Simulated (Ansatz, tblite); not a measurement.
Cost and result up the ladder for Tl2Br (3 atoms). Total charge 0; doublet. Geometry: PBE-D4/def2-TZVP.

```csv
atom,x (Å),y (Å),z (Å)
Tl1,1.692,0.216,0.858
Tl2,-0.951,1.110,-1.229
Br3,-0.741,-1.326,0.370
```

Ansatz on 4 threads of Intel Xeon on a shared host; xTB runs through tblite on one thread. Times are rough, summed over both states, and most runs start from the orbitals of an earlier one. PBE0-D4/def2-TZVP serves as the yardstick here, not as an exact answer. The other state is a singlet.

In the def2 sets Tl takes a core potential; there is no spin–orbit coupling. The xTB rows come from tblite. The structure comes from a short search, and lower isomers may exist.

Raw xTB energies of ions are shifted by several eV, and xTB has no spin-polarisation term.

| level | functions | wall time | vertical IE (eV) | difference from PBE0-D4/def2-TZVP (eV) |
| --- | --- | --- | --- | --- |
| GFN1-xTB | 17 | 0.008 s | 8.25 | 2.52 |
| GFN2-xTB | 17 | 0.009 s | 7.35 | 1.62 |
| PBE-D4/def2-TZVP (with forces) | 148 | 7.4 s | 5.71 | -0.02 |
| PBE0-D4/def2-TZVP | 148 | 13 s | 5.73 | 0.00 |
| r2SCAN-D4/def2-TZVP | 148 | 14 s | 5.81 | 0.08 |
